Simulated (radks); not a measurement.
All-electron atom: the argon ion Ar3+ in [Ne] 3s2 3p3. Method: non-relativistic Kohn-Sham, TPSS, spin-unpolarised, spherical densities, point nucleus; meta-GGA in the generalised Kohn-Sham scheme; computed with a radial shooting solver on a logarithmic mesh with Libxc functionals.

Normalised radial functions P(r) = r R(r), r in bohr:

r	2s	2p
0.006377	0.2390	0.0070
0.008106	0.2942	0.0112
0.01022	0.3567	0.0175
0.01289	0.4277	0.0272
0.01639	0.5086	0.0426
0.02067	0.5902	0.0653
0.02628	0.6710	0.1004
0.03314	0.7345	0.1505
0.04212	0.7683	0.2251
0.05312	0.7490	0.3260
0.06753	0.6494	0.4667
0.08517	0.4533	0.6414
0.1083	0.1340	0.8590
0.1365	-0.2774	1.0913
0.1736	-0.7633	1.3253
0.2189	-1.2093	1.5016
0.2761	-1.5263	1.5776
0.3509	-1.6231	1.5093
0.4426	-1.4660	1.2976
0.5626	-1.1036	0.9675
0.7096	-0.6885	0.6193
0.902	-0.3346	0.3201
1.138	-0.1273	0.1339
1.446	-0.0338	0.0408
1.824	-0.0062	0.0089
2.318	-0.0006	0.0011
2.924	0.0000	0.0001
3.717	0.0000	0.0000
4.687	0.0000	0.0000

2s: eigenvalue -344.85 eV, 1 radial node at r = 0.117 bohr, <r> = 0.415 bohr, 90 % of the charge inside 0.647 bohr. 2p: eigenvalue -278.82 eV, 0 radial nodes, <r> = 0.376 bohr, 90 % of the charge inside 0.622 bohr.
